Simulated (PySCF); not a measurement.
Si(OMe)4 (C4H12O4Si), SMILES CO[Si](OC)(OC)OC.

The structure is a stationary point at B3LYP-D3(BJ)/def2-SVP. The isomer is the one that the SMILES or the coordinates give; other isomers of the formula were not compared. One conformer was computed; it need not be the lowest.

Calculation: PySCF 2.14.0 with TDA-LC-ωPBE/def2-SVP.

Vertical excitations; the highest root listed may be one member of a degenerate set.  State labels are in the subgroup C2.

Computed lowest excited states:
```
state  symmetry  energy (eV)  λ (nm)      f                                                                 main pairs
-----  --------  -----------  ------  -----  -------------------------------------------------------------------------
S1            B         9.12     136  0.003                                  HOMO→LUMO, HOMO−1→LUMO+1 (degenerate set)
S2            B         9.12     136  0.003                                  HOMO−1→LUMO, HOMO→LUMO+1 (degenerate set)
S3            A         9.36     133  0.000                                                           HOMO−2→LUMO 61 %
S4            A         9.58     129  0.004                                       HOMO−3→LUMO 55 %, HOMO−2→LUMO+1 14 %
S5            B         9.95     125  0.001                                               HOMO−4→LUMO (degenerate set)
S6            B         9.95     125  0.001                                               HOMO−5→LUMO (degenerate set)
S7            A        10.09     123  0.003    HOMO−7→LUMO 30 %, HOMO−1→LUMO+2 13 %, HOMO→LUMO+3 13 %, HOMO−3→LUMO 6 %
S8            A        10.17     122  0.000                    HOMO−6→LUMO 40 %, HOMO−3→LUMO+1 10 %, HOMO−6→LUMO+4 6 %
S9            A        10.26     121  0.000  HOMO→LUMO+2 28 %, HOMO−1→LUMO+3 28 %, HOMO−2→LUMO+4 12 %, HOMO−6→LUMO 7 %
S10           A        10.32     120  0.131   HOMO−1→LUMO+2 17 %, HOMO→LUMO+3 17 %, HOMO−7→LUMO+4 7 %, HOMO−7→LUMO 7 %
T1            B         8.55     145      0        HOMO→LUMO, HOMO→LUMO+4, HOMO−1→LUMO, HOMO−1→LUMO+1 (degenerate set)
T2            B         8.55     145      0        HOMO−1→LUMO, HOMO−1→LUMO+4, HOMO→LUMO, HOMO→LUMO+1 (degenerate set)
T3            A         8.80     141      0                                       HOMO−2→LUMO 49 %, HOMO−2→LUMO+4 14 %
T4            A         8.97     138      0                    HOMO−3→LUMO 42 %, HOMO−3→LUMO+4 12 %, HOMO−2→LUMO+1 8 %
```
Triplets are in the Tamm–Dancoff approximation.
